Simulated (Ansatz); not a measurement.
NbSCl3: single points at one geometry.

```yaml
crystal:
  periodic: [false, false, false]
  atoms:
    - {symbol: Nb, position_ang: [-0.000082, 0.000077, -0.011200]}
    - {symbol: S, position_ang: [0.010925, -0.014596, 2.131737]}
    - {symbol: Cl, position_ang: [2.172662, 0.010346, -0.717932]}
    - {symbol: Cl, position_ang: [-1.096473, 1.886827, -0.688366]}
    - {symbol: Cl, position_ang: [-1.087042, -1.882665, -0.714229]}
basis:
  gaussian: {orbitals: def2-TZVP, initial_orbitals: start.molden}
hamiltonian: {xc: {name: BHLYP}, dispersion: d4}
scf: {omitted_lower_state_checks: [starts]}
output: {orbitals: {seedname: orbitals}}
```

The file start.molden holds the orbitals of an earlier run on this structure, at another level or in another basis.

```sh
$ ansatz run in.yaml --threads 2 --pin off --events-out ev --progress --plain --max-ram 4352MiB
```

Shortened log:

```
Functional definition: BHLYP
1601 factors; their error is unknown
mean field evaluation 1: about -49958.7006 eV, gradient 1.4e1 eV
mean field evaluation 2: about -49958.8139 eV, gradient 2.6e-1 eV
mean field evaluation 4: about -49959.1363 eV, gradient 3.3e-1 eV
mean field evaluation 8: about -49959.1364 eV, gradient 1.9e-5 eV
mean field -49959.13636610 eV, -1835.9643979352 hartree, gradient 1.9e-5 eV, S^2 0.000000; 0 other end points of the search recorded, 0 dependent functions left out
reference -49959.13656220 eV, -1835.9644051418 hartree; 40, 40 occupied and 148, 148 virtual orbitals, 1601 factors
Total energy: -49959.54007343 eV, -1835.9792339060 hartree
Checks for a lower state left out: starts
```

Run time 6 s (2 threads of Arm Neoverse V2 on a shared host), peak host memory 0.63 GiB.

As the first input, with `hamiltonian: {xc: {name: LC-wPBE, parameters: {omega: 0.15/bohr}}}` (abridged; 3.8 s):

```
Functional definition: LC-wPBE
mean field -49947.24976979 eV, -1835.5275735780 hartree, gradient 1.4e-5 eV, S^2 0.000000
Total energy: -49947.24976986 eV, -1835.5275735804 hartree
Checks for a lower state left out: starts
```

As the first input, with `hamiltonian: {xc: pbe0, dispersion: d4}` (abridged; 4.4 s):

```
Functional definition: PBE0
mean field -49946.11139731 eV, -1835.4857391609 hartree, gradient 4.4e-5 eV, S^2 0.000000
Total energy: -49946.33360379 eV, -1835.4939050984 hartree
Checks for a lower state left out: starts
```

The first input with `hamiltonian: {xc: {name: B97M-V}}` (abridged; 12 s):

```
Functional definition: B97M-V
mean field -49950.65062669 eV, -1835.6525527636 hartree, gradient 4.0e-5 eV, S^2 0.000000
Total energy: -49950.65070529 eV, -1835.6525556524 hartree
Checks for a lower state left out: starts
```

First input, but with `hamiltonian: {xc: pbe, dispersion: d4}`, `output: {forces: true, orbitals: {seedname: orbitals}}` (abridged; 3.4 s):

```
Functional definition: PBE
mean field -49943.72063519 eV, -1835.3978802736 hartree, gradient 1.1e-5 eV, S^2 0.000000
Total energy: -49943.97355424 eV, -1835.4071748771 hartree
Atom 0 force     0.000187     0.000328    -0.048544 eV/Å
Atom 1 force    -0.000459     0.000542    -0.079693 eV/Å
Atom 2 force    -0.154339    -0.000673     0.043581 eV/Å
Atom 3 force     0.077647    -0.133723     0.041408 eV/Å
Atom 4 force     0.076965     0.133526     0.043248 eV/Å
Dipole moment:    -0.000717     0.000960    -0.140078 e Å
Checks for a lower state left out: starts
```

First input, but with `gaussian: {orbitals: def2-TZVPD, initial_orbitals: start.molden}`, `hamiltonian: {xc: pbe, dispersion: d4}` (abridged; 4.4 s):

```
Functional definition: PBE
mean field -49943.76349899 eV, -1835.3994554893 hartree, gradient 2.0e-5 eV, S^2 0.000000
Total energy: -49944.01644628 eV, -1835.4087511305 hartree
Checks for a lower state left out: starts
```

The first input with `correlation: {method: ccsd_t}` and without the key `hamiltonian` (abridged; 1.8 min):

```
Functional definition: HF
mean field -49869.90720374 eV, -1832.6852867004 hartree, gradient 2.4e-6 eV, S^2 0.000000
20 core orbitals not correlated: weight in the atoms' cores, before any rotation towards them, 1.000 or more for the frozen orbitals, at most 0.000 for the correlated occupied ones
second order -31.41805895 eV of doubles, -0.00000000 eV of singles
cycle   1  -29.82430232 eV  change     1.6e0 eV  update   2.9e-1
cycle   2  -31.12126988 eV  change    -1.3e0 eV  update   2.2e-1
cycle   3  -31.46408165 eV  change   -3.4e-1 eV  update   4.1e-2
cycle   4  -31.49106756 eV  change   -2.7e-2 eV  update   2.0e-2
cycle   5  -31.47411075 eV  change    1.7e-2 eV  update   7.9e-3
cycle   6  -31.47026277 eV  change    3.8e-3 eV  update   3.6e-3
cycle   7  -31.47007544 eV  change    1.9e-4 eV  update   1.8e-3
cycle   8  -31.47019003 eV  change   -1.1e-4 eV  update   7.3e-4
cycle   9  -31.47069943 eV  change   -5.1e-4 eV  update   3.4e-4
cycle  10  -31.47089847 eV  change   -2.0e-4 eV  update   1.4e-4
cycle  11  -31.47068768 eV  change    2.1e-4 eV  update   7.9e-5
cycle  12  -31.47064997 eV  change    3.8e-5 eV  update   3.1e-5
perturbative correction -1.94758544 eV, -0.0715724449 hartree
Total energy: -49903.32543915 eV, -1833.9133842000 hartree
Checks for a lower state left out: starts
```

Geometry: PBE-D4/def2-SVP.

In the def2 sets Nb takes a core potential; there is no spin–orbit coupling. Correlated methods freeze 20 core orbitals; core or outer-core shells of Nb are correlated, in sets that lack core-valence functions.
